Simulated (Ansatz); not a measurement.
Basis-set extrapolation for CH₄BF₂N (PBE0-D4/def2-TZVP geometry, frozen core, Ansatz). Multiplicity 1, RHF reference.

```
                      def2-TZVPP   def2-QZVPP
                 HF  -318.360741  -318.374909
    MP2 correlation    -0.973537    -1.054248
CCSD(T) correlation    -1.033858      not run
```

Energies in hartree. Use E(X) = E(∞) + A·exp(−7.88·√X) for Hartree–Fock and E(X) = E(∞) + B·X^(−2.97) for correlation, with X = 3 and 4, and add CCSD(T) minus MP2 of the smaller set to the MP2 limit.

Problem. What is the CCSD(T) energy at the basis-set limit?

Solution. HF limit: -318.374909 + (-0.014168) × 0.13774 = -318.37686. MP2 limit: -1.054248 + (-0.080711) × 0.74074 = -1.11403. Higher-order term: -1.033858 − (-0.973537) = -0.06032. Total: -319.55121 hartree, 4.26 eV below CCSD(T)/def2-TZVPP.
